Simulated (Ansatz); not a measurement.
Molecule (SMILES): [Cl][Ga] (Cl-Ga) (closed-shell singlet).
Atoms: Ga1, Cl2. Bonds: Ga1-Cl2.

Basis-set convergence of the highest harmonic wavenumber at HF with Ansatz (a quantum-chemistry and plane-wave program). Each level at its own minimum, finite differences of forces, unscaled; the reference is a large set that could be run, not a limit. Cartesian d functions, on some or all atoms, in 3-21G, 6-31G, 6-31G**, 6-311G**; all else is spherical. No added dispersion term, no relativity. Reference: the value in pcseg-3, 357 cm⁻¹. Deviations are taken from unrounded values.

```
basis     functions  highest harmonic wavenumber (cm⁻¹)  minus reference (cm⁻¹)
--------  ---------  ----------------------------------  ----------------------
STO-3G           27                                 466                     109
3-21G            36                                 354                      -3
6-31G            42                                 318                     -39
6-31G**          54                                 350                      -7
6-311G**         71                                 347                     -11
```

The smallest set listed that lies within 20 cm⁻¹ of the reference with all its larger relatives (same family, alike in diffuse functions; a set with none counts only in the reference's own line) is 6-31G** (54 functions, -7 cm⁻¹ off). Inside the window by cancellation, since a larger relative falls out: 3-21G.
